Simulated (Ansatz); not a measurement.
# Molecular dynamics of CH4ClOSi, charge +1

Input:

```yaml
crystal:
  periodic: [false, false, false]
  atoms:
    - { symbol: O, position_ang: [0.413959, 1.596342, -1.061481] }
    - { symbol: Si, position_ang: [0.116069, 0.72195, 0.262384] }
    - { symbol: C, position_ang: [-0.546348, -1.007067, 0.272423] }
    - { symbol: Cl, position_ang: [1.315557, -1.236087, 0.516926] }
    - { symbol: H, position_ang: [0.334067, 1.325858, -1.997092] }
    - { symbol: H, position_ang: [0.275122, 1.506433, 1.503506] }
    - { symbol: H, position_ang: [-1.066477, -1.394567, 1.168906] }
    - { symbol: H, position_ang: [-0.841928, -1.512862, -0.665572] }
total_charge: 1
basis:
  gaussian: { orbitals: def2-SVP }
hamiltonian:
  xc: pbe
md:
  timestep: 1.0
  n_steps: 100
  ensemble: nve
  temperature: 300.0
  initial_velocities: maxwell_boltzmann
  seed: 827620
scf:
  lower_state_search: "off"
```

Launched with:

```bash
$ ansatz run input.yaml --threads 1 --pin off --max-ram 2048MiB --backend cpu --events-out ev --progress --plain --runs-dir out
```

It starts from a relaxed structure.

Output, in part (one step line in 2, the closing report, with atoms numbered from 0):

```
md step     0: t =     0.00 fs  T =   300.0 K  F+E_penalty+E_count = -23520.80740918 eV  E_kin = 0.232668 eV  conserved = -23520.57474118 eV  (18 SCF iters)
md step     2: t =     2.00 fs  T =   257.8 K  F+E_penalty+E_count = -23520.77304026 eV  E_kin = 0.199941 eV  conserved = -23520.57309904 eV  (21 SCF iters)
md step     4: t =     4.00 fs  T =   216.7 K  F+E_penalty+E_count = -23520.74135937 eV  E_kin = 0.168096 eV  conserved = -23520.57326315 eV  (21 SCF iters)
md step     6: t =     6.00 fs  T =   184.8 K  F+E_penalty+E_count = -23520.71685580 eV  E_kin = 0.143285 eV  conserved = -23520.57357072 eV  (21 SCF iters)
md step     8: t =     8.00 fs  T =   144.5 K  F+E_penalty+E_count = -23520.68477741 eV  E_kin = 0.112084 eV  conserved = -23520.57269308 eV  (20 SCF iters)
md step    10: t =    10.00 fs  T =   142.5 K  F+E_penalty+E_count = -23520.68375773 eV  E_kin = 0.110505 eV  conserved = -23520.57325262 eV  (21 SCF iters)
md step    12: t =    12.00 fs  T =   154.6 K  F+E_penalty+E_count = -23520.69296695 eV  E_kin = 0.119899 eV  conserved = -23520.57306799 eV  (21 SCF iters)
md step    14: t =    14.00 fs  T =   181.7 K  F+E_penalty+E_count = -23520.71464563 eV  E_kin = 0.140955 eV  conserved = -23520.57369050 eV  (22 SCF iters)
md step    16: t =    16.00 fs  T =   183.3 K  F+E_penalty+E_count = -23520.71613322 eV  E_kin = 0.142198 eV  conserved = -23520.57393523 eV  (22 SCF iters)
md step    18: t =    18.00 fs  T =   154.0 K  F+E_penalty+E_count = -23520.69191309 eV  E_kin = 0.119405 eV  conserved = -23520.57250846 eV  (22 SCF iters)
md step    20: t =    20.00 fs  T =   169.5 K  F+E_penalty+E_count = -23520.70526787 eV  E_kin = 0.131466 eV  conserved = -23520.57380164 eV  (22 SCF iters)
md step    22: t =    22.00 fs  T =   159.9 K  F+E_penalty+E_count = -23520.69783400 eV  E_kin = 0.123987 eV  conserved = -23520.57384745 eV  (21 SCF iters)
md step    24: t =    24.00 fs  T =   124.8 K  F+E_penalty+E_count = -23520.66939447 eV  E_kin = 0.096826 eV  conserved = -23520.57256838 eV  (21 SCF iters)
md step    26: t =    26.00 fs  T =   129.7 K  F+E_penalty+E_count = -23520.67432812 eV  E_kin = 0.100586 eV  conserved = -23520.57374238 eV  (21 SCF iters)
md step    28: t =    28.00 fs  T =   118.9 K  F+E_penalty+E_count = -23520.66546901 eV  E_kin = 0.092178 eV  conserved = -23520.57329129 eV  (22 SCF iters)
md step    30: t =    30.00 fs  T =   106.6 K  F+E_penalty+E_count = -23520.65587384 eV  E_kin = 0.082709 eV  conserved = -23520.57316458 eV  (22 SCF iters)
md step    32: t =    32.00 fs  T =   105.7 K  F+E_penalty+E_count = -23520.65531902 eV  E_kin = 0.081945 eV  conserved = -23520.57337388 eV  (22 SCF iters)
md step    34: t =    34.00 fs  T =   109.9 K  F+E_penalty+E_count = -23520.65821303 eV  E_kin = 0.085224 eV  conserved = -23520.57298864 eV  (22 SCF iters)
md step    36: t =    36.00 fs  T =   126.6 K  F+E_penalty+E_count = -23520.67222978 eV  E_kin = 0.098176 eV  conserved = -23520.57405368 eV  (20 SCF iters)
md step    38: t =    38.00 fs  T =   103.8 K  F+E_penalty+E_count = -23520.65369046 eV  E_kin = 0.080526 eV  conserved = -23520.57316414 eV  (21 SCF iters)
md step    40: t =    40.00 fs  T =    90.6 K  F+E_penalty+E_count = -23520.64282876 eV  E_kin = 0.070285 eV  conserved = -23520.57254358 eV  (21 SCF iters)
md step    42: t =    42.00 fs  T =   124.4 K  F+E_penalty+E_count = -23520.67026936 eV  E_kin = 0.096461 eV  conserved = -23520.57380821 eV  (21 SCF iters)
md step    44: t =    44.00 fs  T =   136.2 K  F+E_penalty+E_count = -23520.67893134 eV  E_kin = 0.105664 eV  conserved = -23520.57326717 eV  (21 SCF iters)
md step    46: t =    46.00 fs  T =   152.7 K  F+E_penalty+E_count = -23520.69154454 eV  E_kin = 0.118403 eV  conserved = -23520.57314107 eV  (22 SCF iters)
md step    48: t =    48.00 fs  T =   180.2 K  F+E_penalty+E_count = -23520.71383857 eV  E_kin = 0.139782 eV  conserved = -23520.57405611 eV  (22 SCF iters)
md step    50: t =    50.00 fs  T =   165.2 K  F+E_penalty+E_count = -23520.70172042 eV  E_kin = 0.128115 eV  conserved = -23520.57360563 eV  (22 SCF iters)
md step    52: t =    52.00 fs  T =   129.8 K  F+E_penalty+E_count = -23520.67404159 eV  E_kin = 0.100667 eV  conserved = -23520.57337466 eV  (21 SCF iters)
md step    54: t =    54.00 fs  T =    94.7 K  F+E_penalty+E_count = -23520.64650715 eV  E_kin = 0.073458 eV  conserved = -23520.57304906 eV  (21 SCF iters)
md step    56: t =    56.00 fs  T =    89.8 K  F+E_penalty+E_count = -23520.64240547 eV  E_kin = 0.069644 eV  conserved = -23520.57276127 eV  (22 SCF iters)
md step    58: t =    58.00 fs  T =   119.9 K  F+E_penalty+E_count = -23520.66688938 eV  E_kin = 0.092995 eV  conserved = -23520.57389395 eV  (22 SCF iters)
md step    60: t =    60.00 fs  T =   128.9 K  F+E_penalty+E_count = -23520.67289115 eV  E_kin = 0.099941 eV  conserved = -23520.57294968 eV  (22 SCF iters)
md step    62: t =    62.00 fs  T =   157.9 K  F+E_penalty+E_count = -23520.69590624 eV  E_kin = 0.122480 eV  conserved = -23520.57342647 eV  (22 SCF iters)
md step    64: t =    64.00 fs  T =   178.8 K  F+E_penalty+E_count = -23520.71291634 eV  E_kin = 0.138663 eV  conserved = -23520.57425330 eV  (21 SCF iters)
md step    66: t =    66.00 fs  T =   148.1 K  F+E_penalty+E_count = -23520.68790847 eV  E_kin = 0.114887 eV  conserved = -23520.57302162 eV  (21 SCF iters)
md step    68: t =    68.00 fs  T =   129.7 K  F+E_penalty+E_count = -23520.67383551 eV  E_kin = 0.100574 eV  conserved = -23520.57326148 eV  (22 SCF iters)
md step    70: t =    70.00 fs  T =   125.6 K  F+E_penalty+E_count = -23520.67060914 eV  E_kin = 0.097390 eV  conserved = -23520.57321888 eV  (22 SCF iters)
md step    72: t =    72.00 fs  T =   127.3 K  F+E_penalty+E_count = -23520.67220612 eV  E_kin = 0.098711 eV  conserved = -23520.57349545 eV  (22 SCF iters)
md step    74: t =    74.00 fs  T =   123.3 K  F+E_penalty+E_count = -23520.66886927 eV  E_kin = 0.095589 eV  conserved = -23520.57328010 eV  (21 SCF iters)
md step    76: t =    76.00 fs  T =   127.8 K  F+E_penalty+E_count = -23520.67215068 eV  E_kin = 0.099099 eV  conserved = -23520.57305218 eV  (22 SCF iters)
md step    78: t =    78.00 fs  T =   149.2 K  F+E_penalty+E_count = -23520.68959196 eV  E_kin = 0.115713 eV  conserved = -23520.57387859 eV  (22 SCF iters)
md step    80: t =    80.00 fs  T =   142.8 K  F+E_penalty+E_count = -23520.68411625 eV  E_kin = 0.110745 eV  conserved = -23520.57337122 eV  (21 SCF iters)
md step    82: t =    82.00 fs  T =   133.8 K  F+E_penalty+E_count = -23520.67667999 eV  E_kin = 0.103773 eV  conserved = -23520.57290742 eV  (22 SCF iters)
md step    84: t =    84.00 fs  T =   153.3 K  F+E_penalty+E_count = -23520.69244809 eV  E_kin = 0.118902 eV  conserved = -23520.57354625 eV  (22 SCF iters)
md step    86: t =    86.00 fs  T =   159.8 K  F+E_penalty+E_count = -23520.69778561 eV  E_kin = 0.123968 eV  conserved = -23520.57381811 eV  (22 SCF iters)
md step    88: t =    88.00 fs  T =   137.1 K  F+E_penalty+E_count = -23520.67958157 eV  E_kin = 0.106298 eV  conserved = -23520.57328312 eV  (22 SCF iters)
md step    90: t =    90.00 fs  T =   118.6 K  F+E_penalty+E_count = -23520.66502162 eV  E_kin = 0.091973 eV  conserved = -23520.57304854 eV  (22 SCF iters)
md step    92: t =    92.00 fs  T =   122.5 K  F+E_penalty+E_count = -23520.66840144 eV  E_kin = 0.095021 eV  conserved = -23520.57338042 eV  (22 SCF iters)
md step    94: t =    94.00 fs  T =   127.4 K  F+E_penalty+E_count = -23520.67235441 eV  E_kin = 0.098834 eV  conserved = -23520.57352042 eV  (22 SCF iters)
md step    96: t =    96.00 fs  T =   124.9 K  F+E_penalty+E_count = -23520.66975783 eV  E_kin = 0.096842 eV  conserved = -23520.57291598 eV  (22 SCF iters)
md step    98: t =    98.00 fs  T =   148.5 K  F+E_penalty+E_count = -23520.68861951 eV  E_kin = 0.115207 eV  conserved = -23520.57341262 eV  (22 SCF iters)
md step   100: t =   100.00 fs  T =   164.2 K  F+E_penalty+E_count = -23520.70135435 eV  E_kin = 0.127318 eV  conserved = -23520.57403674 eV  (22 SCF iters)
Total energy: -23520.70138428 eV, -864.3698329684 hartree
Atom 0 at     0.367540     1.694161    -1.026882 Å, force    -0.045681     0.174118    -0.991579 eV/Å
Atom 1 at     0.135988     0.686868     0.186930 Å, force     0.130311     0.295357     1.429422 eV/Å
Atom 2 at    -0.526278    -1.019943     0.279354 Å, force    -0.030235     0.155504    -0.751850 eV/Å
Atom 3 at     1.316611    -1.252519     0.559386 Å, force    -0.084179    -0.302329    -0.124034 eV/Å
Atom 4 at     0.121753     1.557094    -1.965125 Å, force     0.104971     0.068133     0.009389 eV/Å
Atom 5 at     0.450002     1.364325     1.462833 Å, force    -0.103187     0.069707    -0.026655 eV/Å
Atom 6 at    -1.125225    -1.320666     1.140465 Å, force    -0.072832    -0.221639     0.558296 eV/Å
Atom 7 at    -0.840188    -1.519689    -0.651154 Å, force     0.100832    -0.238852    -0.102988 eV/Å
Dipole moment:    -0.550905     0.008013    -0.263450 e Å
```

All steps were run. The conserved energy stayed within 0.28 meV per atom of its start (net change 0.088 meV per atom), so the integration is sound. The temperature averaged 0.45 of the 300 K drawn at the start: a run that starts near a minimum puts about half its kinetic energy into the potential. A run of 0.1 ps of so small a system gives no equilibrium averages. Limits of this set-up: the dipole of an ion depends on the origin.

The same pairs are bonded in the first frame and the last. Pairs count as bonded within 1.25 times the sum of covalent radii (0.12 Å more for H–H).

Last frame:

```xyz
8
Properties=species:S:1:pos:R:3
O 0.367 1.694 -1.027
Si 0.136 0.687 0.187
C -0.526 -1.020 0.279
Cl 1.317 -1.252 0.559
H 0.122 1.557 -1.965
H 0.450 1.364 1.463
H -1.125 -1.321 1.141
H -0.840 -1.520 -0.651
```

The run took 2.6 min on 1 thread of Arm Neoverse V1, on a shared host, peak memory 0.1 GiB.
